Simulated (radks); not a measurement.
The magnesium ion Mg+ inside a hard spherical wall (all orbitals vanish at R), configuration held at [Ne] 3s1 and not refilled when levels cross. Calculated with a radial shooting solver on a logarithmic mesh with Libxc functionals: non-relativistic Kohn-Sham, LDA (Slater exchange, VWN5 correlation), spin-unpolarised, spherical densities, point nucleus. Eigenvalues in eV, with the zero of energy where the potential of the charges vanishes at infinity; a dash marks a level that is unbound or too diffuse for the functional's potential to be trusted. A positive occupied level is held by the wall or, in an anion where self-interaction has pushed it up, behind a barrier. The pressure on the wall is -dE/dV.

R (bohr)  E (hartree)  kinetic (hartree)    e(1s)    e(2s)    e(2p)    e(3s)  e(3p, empty)  e(4s, empty)  pressure (GPa)
free       -198.84341            198.263  -1260.2  -88.115  -55.862  -11.502        -7.163        -3.255               0
20         -198.84341            198.263  -1260.2  -88.115  -55.862  -11.502        -7.163        -3.254        < 0.0001
15         -198.84341            198.263  -1260.2  -88.115  -55.862  -11.502        -7.163        -3.227        < 0.0001
10         -198.84338            198.264  -1260.2  -88.112  -55.859  -11.500        -7.151        -2.622        0.000858
8          -198.84290            198.269  -1260.2  -88.074  -55.821  -11.468        -7.049        -1.102          0.0278
5          -198.81007            198.445  -1259.1  -87.105  -54.858  -10.126        -4.674        12.296            4.07
4          -198.72128            198.774  -1257.7  -85.815  -53.576   -7.124        -0.455        29.822            23.3
3.5        -198.60645            199.140  -1256.4  -84.718  -52.481   -3.516         4.116        46.929            61.2
1.5        -190.84312            221.138  -1206.6  -50.990  -16.164   163.52        163.02        514.34           21500
